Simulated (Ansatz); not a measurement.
Reaction: H2Se (selane, SMILES [SeH2]) + H+ → H3Se+ (SMILES [SeH3+])
Each species at its own B3LYP-D3(BJ)/def2-TZVP minimum (Ansatz, a program for electronic structure).

Wanted: proton affinity (electronic), positive where energy is released, in kcal/mol. Radicals and triplets start from unrestricted determinants; spin-orbit coupling is neglected. Correlated methods leave the cores frozen (noble-gas shells, and filled d and f shells in the p block). No relativity. CBS(X,Y): correlation extrapolated as X^-3, Hartree-Fock from the larger set (Q,5: extrapolated as (X+1)exp(-9√X)). A bracket is a step between two methods taken in the basis named. Double hybrids freeze cores in their MP2 part.

CCSD(T)/CBS(cc-pVQZ,cc-pV5Z) + [CCSDT(Q) - CCSD(T)]/cc-pVQZ + [CCSDTQ - CCSDT(Q)]/cc-pVDZ (Ansatz) gives 175.0 kcal/mol.

**Question.** How far off this value is PBE/def2-TZVPD (Ansatz), in which direction, and how far these levels: r2SCAN/def2-TZVPD, PBE0/def2-TZVPD, wB97M-V/def2-TZVPD, B2PLYP/def2-TZVPD, CCSD(T)/CBS(cc-pVQZ,cc-pV5Z)?

**Answer.** PBE gives 176.3 kcal/mol, 1.3 kcal/mol above it. Differences of the others: r2SCAN/def2-TZVPD (Ansatz) 1.1; PBE0/def2-TZVPD (Ansatz) 1.1; wB97M-V/def2-TZVPD (Ansatz) -2.6; B2PLYP/def2-TZVPD (Ansatz) -0.2; CCSD(T)/CBS(cc-pVQZ,cc-pV5Z) (Ansatz) 0.1 kcal/mol.
